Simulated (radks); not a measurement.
Question: Ca V, 16 electrons, occupied as [Ne] 3s2 3p4. All-electron calculation, Dirac Kohn-Sham, PBE, spin-unpolarised, spherical densities, point nucleus; open shells are shared between the two j in proportion to 2j + 1. Program: a radial shooting solver on a logarithmic mesh with Libxc functionals. Some entries of the table are withheld. Estimate them.

orbital,occ.,eigenvalue (hartree),<r^2> (bohr^2)
1s1/2,2,-147.3216,0.007941
2s1/2,2,-17.34577,0.1565
2p1/2,2,(1),0.1309
2p3/2,4,(2),0.1328
3s1/2,2,-3.58401,1.375
3p1/2,1.33333,-2.85560,(3)
3p3/2,2.66667,-2.83856,(4)

Answer: 
(1) 2p1/2 eigenvalue (hartree): -14.52040
(2) 2p3/2 eigenvalue (hartree): -14.38422
(3) 3p1/2 <r^2> (bohr^2): 1.553
(4) 3p3/2 <r^2> (bohr^2): 1.568
